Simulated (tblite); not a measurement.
C7H8F (doublet state).
Atom-mapped SMILES: `[CH3:1][C@@H:2]1[C:3]=[CH:4][CH2:5][C:6]([F:7])=[CH:8]1` (hydrogens: H9, H10, H11 on C1; H12 on C2; H13 on C4; H14, H15 on C5; H16 on C8)

A start from a force field or distance geometry was refined with GFN2-xTB geometry optimisation, gas phase in tblite 0.8.0. Values at the start:

```tsv
coordinate	start
C1–C2	1.508 Å
C1–H9	1.121 Å
C2–C3	1.482 Å
C2–C8	1.495 Å
C2–H12	1.138 Å
C3=C4	1.352 Å
C4–C5	1.497 Å
C4–H13	1.077 Å
C5–C6	1.494 Å
C5–H14	1.094 Å
C5–H15	1.096 Å
C6–F7	1.340 Å
C6=C8	1.342 Å
C8–H16	1.063 Å
C1–C2–C8	113.2°
C2–C3–C4	115.1°
C2–C8–C6	117.9°
C3–C4–C5	118.9°
C4–C5–C6	104.8°
C5–C6–F7	120.9°
C5–C6–C8	116.3°
F7–C6–C8	122.9°
```

Q: How do these coordinates change at the GFN2-xTB level?

A: 
```tsv
coordinate	GFN2-xTB (Å or °)	change
C3=C4	1.297	-0.055
C2–H12	1.098	-0.040
C1–H9	1.087	-0.034
C1–C2	1.535	+0.027
C4–C5	1.522	+0.025
C6=C8	1.321	-0.021
C6–F7	1.361	+0.021
C2–C8	1.514	+0.019
C8–H16	1.080	+0.017
C2–C3	1.467	-0.015
C4–H13	1.080	+0.003
C5–H14	1.096	+0.002
C5–C6	1.492	-0.002
C5–H15	1.095	-0.001
C2–C3–C4	131.3	+16.2
C5–C6–C8	127.4	+11.1
C5–C6–F7	113.1	-7.8
C4–C5–C6	109.6	+4.8
C2–C8–C6	122.7	+4.8
F7–C6–C8	119.5	-3.4
C1–C2–C8	110.3	-2.9
C3–C4–C5	120.6	+1.7
```

The energy falls by 15.4 kcal/mol over 88 L-BFGS steps, the largest force on an atom goes from 3.35 to 0.009 eV/Å, and the atoms move by 0.876 Å rms after alignment. The bond that changes most is C3=C4 (ends: carbon bonded to 2 C; carbon bonded to 2 C and H), which shortens by 0.055 Å. Bonds longer at the end by more than 0.005 Å: 5 of 16; shorter: 7. Among the dihedrals that turn most is C3–C4–C5–H15, from -67° to -126°. Rotational constants go from 3615, 1726, 1258 to 3330, 1798, 1271 MHz.

The run took 0.4 s of wall time on an Arm Neoverse V2 with one thread, shared host with 96 logical CPUs at a one-minute load of 24.

Its GFN2-xTB frequencies are all real (lowest 58 cm⁻¹). 2 starts were optimised and ended at 0.00 and 0.03 kcal/mol (GFN2-xTB); the lowest of these is shown.

These are computed values.
